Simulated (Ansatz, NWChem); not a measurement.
## How methods differ on AlSnSiH7 (SMILES [SiH3][AlH][SnH3])

AlSnSiH7 has 10 atoms, charge 0, and is taken as a singlet. As SMILES, `[SiH3][AlH][SnH3]`. Geometry: relaxed at PBE0-D4/def2-TZVP.

Each level gives the electronic atomisation energy (eV). The values are calculated. Electronic energies at fixed atoms, without zero-point motion or spin-orbit coupling.

```tsv
level	kind	program	value (eV)	CPU time (all runs)
SVWN5/def2-SVP (core potential)	LDA	Ansatz	27.78	9.4 s
revPBE/def2-SVP (core potential)	GGA	Ansatz	23.89	15 s
r2SCAN/def2-SVP (core potential)	meta-GGA	Ansatz	25.11	31 s
BHLYP/def2-SVP (core potential)	global hybrid	Ansatz	24.67	15 s
wB97M-V/def2-SVP (core potential)	range-separated hybrid	Ansatz	25.37	2 min
B2PLYP/def2-SVP (core potential)	double hybrid	Ansatz	24.36	19 s
RPA@PBE/def2-SVP (core potential)	RPA	Ansatz	23.29	23 s
MP2/def2-SVP (core potential)	perturbation theory	NWChem	23.09	48 s
BCCD(T)/def2-SVP (core potential)	coupled cluster or CI	Ansatz	23.71	37 s
```

Correlated wave functions underbind in double-zeta sets. The values span 23.09 to 27.78 eV. In the correlated wave-function rows the outer d shell of Sn is correlated, in sets not made for it. Times are those of the runs behind each value, whatever else they computed, on shared processors of several kinds: orders of magnitude only.
